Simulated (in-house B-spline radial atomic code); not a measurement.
RPA and G0W0 on wB97X: Pb²⁺

Configuration [Xe] 4f14 5d10 6s2, mean-field start wB97X. Computed with a B-spline radial code for spherical atoms: all electrons, scalar-relativistic (spin-free one-electron X2C), finite nucleus, each spin shell either full or empty, empty states to l = 9 with an (l + 1/2)⁻⁴ tail; G0W0 by contour deformation at full frequency.

Without the two-electron picture change, the correlation of inner shells comes somewhat too large for so heavy an element.

Command:
```bash
python run_gw.py task.json out
```
Settings (radii: box in bohr, nucleus in fm):
```
Z                        82
electrons                80
configuration            [Xe] 4f14 5d10 6s2
hamiltonian              x2c
method                   wb97x
lmax                     9
rms_radius               5.5012
spin_polarised           False
box_radius               17.55
intervals                68
ion_configuration        [Xe] 4f14 5d10 6s1
```

Cost of the run: 27 s on 1 thread of Arm Neoverse N1, with other jobs on the host.

Energies (hartree):

```json
{"term": "mean-field total", "value": "-20886.57287"}
{"term": "Hartree-Fock functional on these orbitals", "value": "-20879.37308"}
{"term": "direct second order", "value": "-8.0597"}
{"term": "second-order exchange", "value": "1.9907"}
{"term": "SOSEX correction", "value": "1.8767"}
```

Question: What is the RPA correlation energy, and what remains with SOSEX?

Answer: RPA gives -7.1032 hartree (-2.42 eV per electron); RPA + SOSEX gives -5.2265, and the second-order doubles -6.0689 hartree (no singles). RPA lacks exchange-type terms and so overcorrelates at short range.

Quasi-particle levels (eV):

```json
{"level": "6s", "occupied": "yes", "mean field": "-30.62", "Σx - vxc": "0.43", "Σc": "?", "QP weight": "?", "G0W0": "?"}
{"level": "5d", "occupied": "yes", "mean field": "-42.56", "Σx - vxc": "-3.33", "Σc": "0.10", "QP weight": "0.942", "G0W0": "-45.80"}
{"level": "6p", "occupied": "no", "mean field": "-14.063", "Σx - vxc": "1.28", "Σc": "-1.10", "QP weight": "0.972", "G0W0": "-13.880"}
```

G0W0 = mean field + (Σx - vxc) + Σc, with Σc (partial-wave tail included) taken at the quasi-particle energy. Only the outer levels were computed. Levels of low weight are left out.

Question: Where does G0W0 put 6s?

Answer: At -32.26 eV, with Σc = -2.07 eV and a quasi-particle weight of 0.964. The tabulated removal energy is 31.937 eV (NIST, measured); the calculation leaves out spin-orbit coupling, Breit and QED terms, and what these don't explain is the method's own error.

Question: What does it cost to remove one electron (to [Xe] 4f14 5d10 6s1) by differences of total energies, each species on its own start (correlation terms add to the Hartree-Fock functional)?

Answer: wB97X 31.67 eV, Hartree-Fock functional 29.788 eV, + RPA 32.01 eV, + RPA + SOSEX 31.52 eV, + second order 32.75 eV. Tabulated: 31.937 eV (NIST, measured); the calculation leaves out spin-orbit coupling, Breit and QED terms, and what these don't explain is the method's own error.
